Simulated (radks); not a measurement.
Q: The mean radii <r> (bohr) of the occupied orbitals of an atom or ion are listed with their occupations. Calculated with a radial shooting solver on a logarithmic mesh with Libxc functionals: Dirac Kohn-Sham, PBE, spin-unpolarised, spherical densities, finite nucleus; Fermi nuclear charge, rms radius of each element as measured or else 0.836 A^(1/3) + 0.57 fm.

| orbital | occ. | <r> |
|---|---|---|
| 1s1/2 | 2 | 0.02274 |
| 2s1/2 | 2 | 0.09649 |
| 2p1/2 | 2 | 0.08073 |
| 2p3/2 | 4 | 0.08736 |
| 3s1/2 | 2 | 0.2545 |
| 3p1/2 | 2 | 0.2442 |
| 3p3/2 | 4 | 0.2569 |
| 3d3/2 | 4 | 0.2286 |
| 3d5/2 | 6 | 0.2326 |
| 4s1/2 | 2 | 0.5792 |
| 4p1/2 | 2 | 0.5934 |
| 4p3/2 | 4 | 0.6223 |
| 4d3/2 | 4 | 0.6651 |
| 4d5/2 | 6 | 0.6755 |
| 5s1/2 | 2 | 1.411 |
| 5p1/2 | 2 | 1.593 |
| 5p3/2 | 4 | 1.689 |
| 4f5/2 | 6 | 1.002 |
| 6s1/2 | 1 | 3.915 |

Name the element and its charge. Open shells, if any, fill j = l - 1/2 first.

A: Z = 62, samarium, charge +1: Sm+ in [Xe] 4f6 6s1. The 1s radius gives Z: for a bare nucleus <r> = (2 gamma + 1)/(2Z) with gamma = sqrt(1 - (Z/c)^2), 0.02245 bohr for Z = 62, and screening makes it slightly larger (0.02274 here). The occupations add up to 61, and the charge is Z minus that.
